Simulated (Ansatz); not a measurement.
```yaml
crystal:
  periodic: [false, false, false]
  atoms:
    - {symbol: S, position_ang: [-1.170217, 1.091544, 0.152960]}
    - {symbol: C, position_ang: [-0.280105, 1.149657, 0.487394]}
    - {symbol: Sn, position_ang: [0.874244, 0.562154, 0.166637]}
    - {symbol: C, position_ang: [0.126660, -1.078142, -0.738857]}
    - {symbol: N, position_ang: [0.054974, -0.398190, -0.365960]}
    - {symbol: H, position_ang: [-0.280819, 1.682306, 1.015741]}
    - {symbol: H, position_ang: [1.040906, 0.049801, 1.279697]}
    - {symbol: H, position_ang: [-0.387388, -1.657969, -0.990654]}
    - {symbol: H, position_ang: [0.720469, -1.565808, -0.700145]}
    - {symbol: H, position_ang: [-0.621235, -0.170679, -0.276565]}
basis:
  gaussian: {orbitals: def2-TZVP}
magnetization: {spin_polarized: true, initial_magnetization: 2}
hamiltonian: {xc: {name: PBE-QIDH}}
```

```sh
$ ansatz run in.yaml --threads 4 --pin off --events-out ev --progress --plain --max-ram 10444MiB
```

It prints (some lines left out):

```
Functional definition: PBE-QIDH
1516 factors; integrals over basis functions are off by at most 7.3e-4 eV
mean field evaluation 1: about -20119.6535 eV, gradient 1.1e2 eV
mean field evaluation 2: about -20120.1015 eV, gradient 1.1e2 eV
mean field evaluation 4: about -20160.4405 eV, gradient 1.9e1 eV
mean field evaluation 8: about -20162.3857 eV, gradient 4.5e-1 eV
mean field evaluation 16: about -20162.4289 eV, gradient 8.9e-3 eV
mean field -20162.42894288 eV, -740.9555970657 hartree, gradient 3.0e-6 eV, S^2 2.012116; 2 other end points of the search recorded, 0 dependent functions left out
12 core orbitals not correlated: weight in the atoms' cores, before any rotation towards them, 0.998 or more for the frozen orbitals, at most 0.001 for the correlated occupied ones
reference -20162.42895688 eV, -740.9555975802 hartree; 20, 18 occupied and 178, 180 virtual orbitals, 1516 factors
second order -32.16883282 eV of doubles, -0.00000000 eV of singles
Total energy: -20173.15190116 eV, -741.3496585140 hartree
```

In this input the geometry is squeezed to about two thirds of its size. The calculation finished and met its thresholds. The result belongs to that input, not to the molecule as meant.
